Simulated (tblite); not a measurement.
Compound: C₇H₉NP (charge +1).
Z-matrix (Å and degrees, GFN2-xTB geometry), rows numbered from 1:
```
C 
P   1  1.8077
N   2  1.6595  1  113.67
C   3  1.3933  2  126.92  1     7.41
C   4  1.3535  3  108.21  2   179.12
C   5  1.4235  4  107.82  3    -0.04
C   6  1.3535  5  107.81  4    -0.07
C   2  1.7782  1  123.31  3   154.22
C   8  1.3436  2   67.69  1   105.26
H   1  1.0896  2  108.02  3   176.03
H   1  1.0916  2  109.60  3    56.42
H   1  1.0915  2  110.04  3   -64.35
H   4  1.0720  3  121.46  2    -0.80
H   5  1.0714  4  126.36  3   179.94
H   6  1.0713  5  125.84  4   179.81
H   7  1.0725  3  120.96  2     1.10
H   8  1.0714  2  150.85  9   176.39
H   9  1.0713  2  150.63  8  -176.91
```

Method: GFN2-xTB as coded in tblite; computed harmonic values from a numerical Hessian at the method's own geometry, unscaled. Errors from tens to a few hundred cm⁻¹ against measured bands are possible. One conformer, not necessarily the lowest.

Harmonic wavenumbers (cm⁻¹): 25.2, 97.9, 130.6, 153.3, 179.3, 208.4, 260.0, 304.8, 456.5, 537.0, 567.8, 688.4, 716.2, 731.7, 740.4, 754.6, 774.2, 816.0, 840.8, 843.9, 849.6, 867.1, 878.0, 911.1, 947.9, 1011.0, 1058.2, 1067.3, 1072.4, 1167.0, 1207.0, 1263.1, 1297.0, 1366.8, 1371.8, 1379.1, 1460.0, 1561.1, 1578.6, 2977.3, 2980.3, 3005.5, 3122.0, 3141.3, 3158.3, 3162.6, 3181.4, 3189.1.

A = 2963, B = 1106, C = 852.6 MHz; mass 138.047 u (most abundant isotopes); point group C1, symmetry number 1.

Question: What is the zero-point energy?

Answer: Half the sum of the wavenumbers: 30029 cm⁻¹ = 359.23 kJ/mol.

Question: Give the ideal-gas entropy at 298.15 K and 1 bar in the rigid-rotor, harmonic-oscillator model (classical rotation).

Answer: Translation 170.31, rotation 121.89, vibration 117.06: S = 409.3 J/(mol K).

Question: And Cp and H(298.15 K) − H(0)?

Answer: Cp = 158.92 J/(mol K), of which vibrations give 125.66 (their classical limit is 48 R = 399.1); H(298.15 K) − H(0) = 28.07 kJ/mol without the zero-point energy, 18.15 from vibrations.

Question: What must be added to the electronic energy to get the Gibbs energy at 298.15 K and 1 bar?

Answer: ZPE + [H(298.15 K) − H(0)] − T·S = 359.23 + 28.07 − 122.02 = 265.28 kJ/mol.

Question: How do the functions run with temperature in this model?

Answer: 
```json
{"T (K)": "50", "S (J/(mol K))": "248.0", "Cp (J/(mol K))": "53.0", "H − H(0) (kJ/mol)": "2.10", "G − H(0) (kJ/mol)": "-10.30", "ln q(vib)": "0.77"}
{"T (K)": "100", "S (J/(mol K))": "292.1", "Cp (J/(mol K))": "75.5", "H − H(0) (kJ/mol)": "5.35", "G − H(0) (kJ/mol)": "-23.86", "ln q(vib)": "1.92"}
{"T (K)": "373.15", "S (J/(mol K))": "448.6", "Cp (J/(mol K))": "192.2", "H − H(0) (kJ/mol)": "41.26", "G − H(0) (kJ/mol)": "-126.13", "ln q(vib)": "8.61"}
{"T (K)": "500", "S (J/(mol K))": "511.5", "Cp (J/(mol K))": "238.0", "H − H(0) (kJ/mol)": "68.69", "G − H(0) (kJ/mol)": "-187.08", "ln q(vib)": "11.79"}
{"T (K)": "750", "S (J/(mol K))": "620.2", "Cp (J/(mol K))": "296.7", "H − H(0) (kJ/mol)": "136.19", "G − H(0) (kJ/mol)": "-328.97", "ln q(vib)": "17.92"}
{"T (K)": "1000", "S (J/(mol K))": "710.9", "Cp (J/(mol K))": "333.1", "H − H(0) (kJ/mol)": "215.24", "G − H(0) (kJ/mol)": "-495.68", "ln q(vib)": "23.63"}
```

q(vib) and H(0) count from the zero-point level.

Hindered rotation and anharmonicity are outside this model. Other conformers, if any are populated, would add a mixing term that is left out.

Time: 0.71 s wall. Hardware: one thread of an Arm Neoverse V1, shared host. The figure is for the frequency step alone.
